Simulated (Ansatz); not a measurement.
Born–Oppenheimer molecular dynamics of BFH8SSi3 (14 atoms, charge 0, multiplicity 1). It starts from a relaxed structure.

The calculation used RKS PBE/STO-3G (Ansatz 0.2.0).

```
ensemble        : NVT, Nosé–Hoover chain
time step       : 0.5 fs
steps asked     : 361
set temperature : 300 K
thermostat      : time constant 1 fs, chain length 1
seed            : 950897
```

First frame:

```xyz
14
Properties=species:S:1:pos:R:3
B 0.505 -2.995 -0.322
Si 0.577 -1.276 0.592
F 2.106 -0.772 1.034
Si -0.399 0.190 -0.875
Si -0.349 2.368 -0.232
S -1.224 2.797 1.673
H 1.433 -3.458 -0.888
H -0.521 -3.573 -0.414
H -0.256 -1.273 1.804
H 0.238 0.087 -2.183
H -1.783 -0.224 -1.072
H 1.035 2.839 -0.264
H -1.094 3.176 -1.189
H -0.281 2.084 2.365
```

**Question.** How far do the bonds stretch over the last three quarters of this one trajectory? (Pairs bonded in most of those frames.)

**Answer.** 
| bond | mean (Å) | spread (Å) | shortest | longest |
| --- | --- | --- | --- | --- |
| B1–Si2 | 1.949 | 0.036 | 1.88 | 2.01 |
| B1–H7 | 1.182 | 0.012 | 1.16 | 1.20 |
| B1–H8 | 1.182 | 0.010 | 1.16 | 1.21 |
| Si2–F3 | 1.679 | 0.028 | 1.63 | 1.73 |
| Si2–Si4 | 2.294 | 0.040 | 2.23 | 2.35 |
| Si2–H9 | 1.479 | 0.052 | 1.37 | 1.59 |
| Si4–Si5 | 2.275 | 0.039 | 2.20 | 2.33 |
| Si4–H10 | 1.461 | 0.024 | 1.42 | 1.52 |
| Si4–H11 | 1.462 | 0.033 | 1.39 | 1.53 |
| Si5–S6 | 2.149 | 0.032 | 2.10 | 2.23 |
| Si5–H12 | 1.467 | 0.046 | 1.37 | 1.57 |
| Si5–H13 | 1.462 | 0.036 | 1.40 | 1.53 |
| S6–H14 | 1.371 | 0.019 | 1.34 | 1.41 |

Mean temperature of the second half: 300 K. The conserved energy stayed within 0.28 meV per atom of its start (net change 0.19 meV per atom), so the integration is sound. A run of 0.18 ps of so small a system gives no equilibrium averages. Limits of this set-up: minimal basis.

The run took 16 min on 1 CPU thread of a shared host.
